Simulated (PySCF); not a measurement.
Compound: C5H5FN (charge -1).
SMILES with atom numbers: `[N:1]#[C:2][C-:3]([F:4])[CH:5]1[CH2:6][CH2:7]1` (hydrogens: H8 on C5; H9, H10 on C6; H11, H12 on C7)

Structure used (GFN2-xTB), in Å, numbered top down from 1:
```xyz
12
C5H5FN angstrom
N      2.5743    1.5143   -0.4319
C      1.9722    0.5444   -0.1639
C      1.2921   -0.5035    0.3767
F      1.9133   -1.7996    0.2136
C     -0.1765   -0.6165    0.3299
C     -1.0441   -0.0681   -0.7959
C     -1.0413    0.5863    0.5589
H     -0.5279   -1.5504    0.7654
H     -0.5520    0.4599   -1.6002
H     -1.9352   -0.6058   -1.1005
H     -0.5447    1.5422    0.6473
H     -1.9289    0.4960    1.1746
```

PySCF closed-shell single points with density fitting, gas phase. The input was altered on purpose; the results of an altered input aren't properties of the species above.

Problem. What comes out at PBE0/MINI with: at most 93 cycles, charge set to +3?

Solution. E = -342.8206 Eh; HOMO -30.70 eV, LUMO -29.75 eV (gap 0.95 eV), in 31 cycles. The system has 48 electrons in place of 52. The response step found this closed-shell solution unstable or close to it.

The SCF part of the output:
```
final grid: 105496 points
cycle   1  E = -342.4443332662  dE =  3.764e+00  |g| = 1.016e+00  |ddm| = 5.512e+00
cycle   2  E = -339.5121503180  dE =  2.932e+00  |g| = 2.810e+00  |ddm| = 5.046e+00
cycle   3  E = -342.5627233655  dE = -3.051e+00  |g| = 7.201e-01  |ddm| = 4.495e+00
cycle   4  E = -342.0773695237  dE =  4.854e-01  |g| = 1.181e+00  |ddm| = 3.020e+00
cycle   5  E = -342.6778502926  dE = -6.005e-01  |g| = 5.647e-01  |ddm| = 2.925e+00
cycle   6  E = -342.7414438660  dE = -6.359e-02  |g| = 3.499e-01  |ddm| = 9.234e-01
cycle   7  E = -342.5262156530  dE =  2.152e-01  |g| = 8.091e-01  |ddm| = 2.314e+00
cycle   8  E = -342.5419287701  dE = -1.571e-02  |g| = 7.979e-01  |ddm| = 1.361e-01
cycle   9  E = -342.5194897217  dE =  2.244e-02  |g| = 8.139e-01  |ddm| = 1.431e-01
cycle  10  E = -342.5624885410  dE = -4.300e-02  |g| = 7.573e-01  |ddm| = 1.393e-01
... (11 lines left out)
cycle  22  E = -342.8206354053  dE = -3.184e-06  |g| = 3.772e-04  |ddm| = 2.154e-02
cycle  23  E = -342.8206361027  dE = -6.974e-07  |g| = 3.841e-04  |ddm| = 8.463e-03
cycle  24  E = -342.8206365695  dE = -4.668e-07  |g| = 3.687e-04  |ddm| = 9.320e-03
cycle  25  E = -342.8206367694  dE = -1.998e-07  |g| = 1.506e-04  |ddm| = 4.165e-03
cycle  26  E = -342.8206367627  dE =  6.693e-09  |g| = 1.577e-04  |ddm| = 1.389e-03
cycle  27  E = -342.8206367825  dE = -1.981e-08  |g| = 6.241e-05  |ddm| = 1.003e-03
cycle  28  E = -342.8206367904  dE = -7.970e-09  |g| = 5.275e-05  |ddm| = 8.209e-04
cycle  29  E = -342.8206367939  dE = -3.411e-09  |g| = 2.318e-05  |ddm| = 3.357e-04
cycle  30  E = -342.8206367953  dE = -1.490e-09  |g| = 1.325e-05  |ddm| = 5.497e-04
cycle  31  E = -342.8206367962  dE = -8.245e-10  |g| = 6.263e-06  |ddm| = 2.977e-04
converged SCF energy = -342.8206367962
```
